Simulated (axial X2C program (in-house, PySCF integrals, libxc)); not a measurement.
# HCAs⁺: properties at the nuclei

Calculated with an in-house all-electron X2C program for linear molecules (integrals from PySCF): two-component X2C with atomic mean-field Coulomb and Gaunt terms, Gaussian nuclei, basis H dyall-v3z, C dyall-v3z, As dyall-v3z with contracted cores.

H–C–As held linear, with bonds 1.087 and 1.709 Å (near the PBE0 minimum at charge 1 of the determinant lowest at the starting distance; the state shown can have its own minimum elsewhere, held linear; other orders of the atoms were not compared).

Input and command:
```json
{"zs": [1, 6, 33], "q": 1, "bas": ["dyall-v3z", "dyall-v3z", "dyall-v3z"], "r0": [1.08, 1.65], "symm": 0, "scan": ["PBE0", "HF", "LDA"], "levels": ["PBE0", "HF", "LDA"], "nst": 2}
```
```bash
python solin.py task.json out
```

Keys: zs atomic numbers; q charge; bas basis sets; r0 starting distance in Å; symm equal bonds; scan levels of the two-bond scan; levels methods; nst determinants followed.

Determinant lowest in the PBE0 search, Ω = 3/2 (⟨Sz⟩ = 0.50, ⟨Lz⟩ = 1.00 at PBE0), spin on the atoms H -0.01, C 0.38, As 0.13:

```csv
level,Eeff magnitude (GV/cm),Ws magnitude As (kHz),A∥/gI H (MHz),qzz H (a.u.),A∥/gI C (MHz),qzz C (a.u.),A∥/gI As (MHz),qzz As (a.u.)
PBE0,0.0933,0.0134,1.52,0.28,42.7,-0.64,285,-3.94
HF,0.35,0.0799,3.58,0.28,59.1,-0.75,83.1,-4.20
LDA,0.0986,0.0145,2.63,0.28,44.2,-0.64,265,-3.84
```

Determinant 0.11 eV from it at PBE0 and this distance, Ω = 1/2 (⟨Sz⟩ = -0.50, ⟨Lz⟩ = 1.00 at PBE0), spin on the atoms H 0.01, C -0.33, As -0.18:

```json
{"level": "PBE0", "Eeff magnitude (GV/cm)": "0.115", "Ws magnitude As (kHz)": "0.139", "A∥/gI H (MHz)": "11.6", "qzz H (a.u.)": "0.28", "A∥/gI C (MHz)": "145", "qzz C (a.u.)": "-0.64", "A∥/gI As (MHz)": "1130", "qzz As (a.u.)": "-4.07"}
{"level": "HF", "Eeff magnitude (GV/cm)": "0.0258", "Ws magnitude As (kHz)": "0.0766", "A∥/gI H (MHz)": "13.2", "qzz H (a.u.)": "0.28", "A∥/gI C (MHz)": "150", "qzz C (a.u.)": "-0.74", "A∥/gI As (MHz)": "932", "qzz As (a.u.)": "-4.42"}
{"level": "LDA", "Eeff magnitude (GV/cm)": "0.113", "Ws magnitude As (kHz)": "0.136", "A∥/gI H (MHz)": "10.1", "qzz H (a.u.)": "0.28", "A∥/gI C (MHz)": "172", "qzz C (a.u.)": "-0.63", "A∥/gI As (MHz)": "1170", "qzz As (a.u.)": "-3.99"}
```

Eeff is the effective electric field on the electron electric dipole moment in this Ω state and Ws the scalar–pseudoscalar constant of the nucleus named (defined with the proton number Z and per Ω); A∥ (defined per Ω) follows by multiplying with gI = μI/(I μN); qzz is the electric field gradient, eQq0 = 234.96 MHz × Q/barn × qzz. The operators were transformed with the bare-nucleus X2C matrices; with these basis sets, hyperfine constants and field gradients can be off by tens of per cent, and where levels differ in sign neither size nor sign is settled.

**Question.** With gI(13C) = 1.4048, Q(75As) = 0.311 barn (g factors from the IAEA table of nuclear moments by Stone; Q from Pyykkö, Mol. Phys. 2018), turn the PBE0 values of the first state into constants in MHz.

**Answer.** A∥(13C) = 42.7 × 1.4048 = 60 MHz; eQq0(75As) = 234.96 × (0.311) × (-3.94) = -288 MHz.

The molecule was held linear; bending was not examined, so a bent shape may lie lower.

Each state is one determinant with collinear spin. Unrestricted Hartree–Fock can overshoot spin polarisation at the nuclei. Where Eeff spreads by more than a factor of two the levels disagree and none is to be relied on. The search compared states at one distance, so a state with another bond length can lie lower. Where a field gradient or hyperfine factor spreads by more than a factor of two over the levels, a constant derived from it is not to be relied on. PBE0 term energies can be off by some tenths of an eV.
